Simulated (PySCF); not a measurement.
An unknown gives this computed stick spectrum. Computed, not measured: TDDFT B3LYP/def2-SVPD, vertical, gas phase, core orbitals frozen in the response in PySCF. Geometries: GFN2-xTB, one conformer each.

| state | E (eV) | f | main configurations (H = HOMO, L = LUMO) |
| --- | --- | --- | --- |
| S1 | 4.10 | 0.0012 | H→L (93%) |
| S2 | 5.50 | 0.0010 | H-1→L (98%) |
| S3 | 5.81 | 0.0047 | H-2→L (90%) |
| S4 | 6.10 | 0.012 | H→L+1 (78%), H→L+2 (9%) |
| S5 | 6.54 | 0.0065 | H→L+3 (32%), H→L+2 (29%), H-1→L+1 (19%) |
| S6 | 6.67 | 0.0088 | H→L+2 (40%), H→L+3 (26%), H→L+1 (12%) |
| S7 | 6.86 | 0.010 | H-1→L+3 (60%), H-1→L+2 (13%) |
| S8 | 7.16 | 0.0006 | H-3→L (90%) |

Triplets computed (Tamm–Dancoff): 3.60, 5.27, 5.33 eV.

Orbital energies (eV): HOMO-3 -9.59, HOMO-2 -8.22, HOMO-1 -7.76, HOMO -6.99, LUMO -1.30, LUMO+1 0.15, LUMO+2 0.61.

**Question.** Which candidate is it? All have the formula C7H8O.
A. `C#C[C@@H]1C(C[C@@H]1C)=O`
B. `C=C1C=C1OC1CC1`
C. `Cc1ccccc1O`

**Answer.** A. Its S1, at 4.10 eV, is the lowest among the candidates; the nearest of the others has S1 at 4.73 eV. S1 is HOMO→LUMO (93%). Löwdin shares by element: HOMO oxygen 37%, carbon 37% or more (atoms not listed hold the other 26%); LUMO carbon 51% or more, oxygen 29% (atoms not listed hold the other 20%). At the same level the other candidates give, for their lowest levels:
- `Cc1ccccc1O`: 5.13 eV (f 0.033); 5.50 eV (f 0.003); 5.86 eV (f 0.026); 6.27 eV (f 0.004); 6.30 eV (f 0.000); T1 4.09 eV; HOMO -6.26, LUMO -0.32 eV
- `C=C1C=C1OC1CC1`: 4.73 eV (f 0.041); 5.16 eV (f 0.004); 5.72 eV (f 0.013); 5.83 eV (f 0.010); 5.89 eV (f 0.016); T1 3.58 eV; HOMO -5.50, LUMO -0.05 eV
